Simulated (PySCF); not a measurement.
## Structure elucidation problem

An unknown has the formula C$_{6}$H$_{9}$NOSi. Its calculated NMR data are:

1H NMR (400 MHz, computed): δ 4.97 (m, 1H), 4.88 (m, 1H), 3.53 (m, 1H), 3.02 (m, 1H), 2.02 (m, 1H), 1.94 (m, 1H), 1.35 (m, 1H), 1.23 (br s, 1H), 0.79 (m, 1H).

13C{1H} NMR (computed): δ 126.5 (C), 60.1 (CH), 29.3 (CH), 26.8 (CH2), 22.0 (C), 14.4 (CH2).

Calculated, not measured (PySCF 2.14): geometry: GFN2-xTB, GIAO PBE0/pcSseg-1 shieldings. In vacuum, non-relativistic, single conformer.

Referencing at the same level of theory: TMS for 1H and 13C.

Task: Which candidate is it?
A. N#C[C@@H]1C[SiH2][C@]12C[C@H]2O
B. C#CC(=C)[SiH2]NC(C)=O
C. CO[SiH2]c1cccnc1

Result: A. 

1. Rings plus π bonds: 4 (2 rings in the answer).
2. 6 carbon signals for 6 carbons: no two carbons are equivalent.
3. Carbon types of the structure: 2 × C, 2 × CH, 2 × CH2, leaving 3 H on heteroatoms.
4. δC 126.5: nitrile carbon; typical of a nitrile.
5. δC 60.1, 26.8, 22.0: three-membered-ring carbon.
6. δC 29.3: sp3 CH α to a nitrile; aliphatic region, no heteroatom directly attached.
7. δH 3.53, 1.35, 0.79: hydrogen on a three-membered-ring carbon.
8. δH 1.23: hydrogen on an alcohol oxygen; exchangeable, gas-phase position.

The others: CO[SiH2]c1cccnc1 would give 6 signals for carbon-bound and other non-exchanging H, not 8; C#CC(=C)[SiH2]NC(C)=O would give 5 signals for carbon-bound and other non-exchanging H, not 8.

Exchangeable OH/NH protons stand at their gas-phase positions; hydrogen bonding in a real sample shifts them, mostly to higher δ. Shifts are as computed. Against solution values, carbons near 30 ppm lie about +3 ppm off and those near 130 ppm about +5 ppm. Of 1309 compounds with measured shifts, 239 miss one by over three times the rms of a fit or turn the order of signals round; such compounds aren't used in these exercises. Multiplicities follow the n + 1 count of equivalent neighbours, as no J values were calculated; m marks all less simple cases, F and P coupling included.
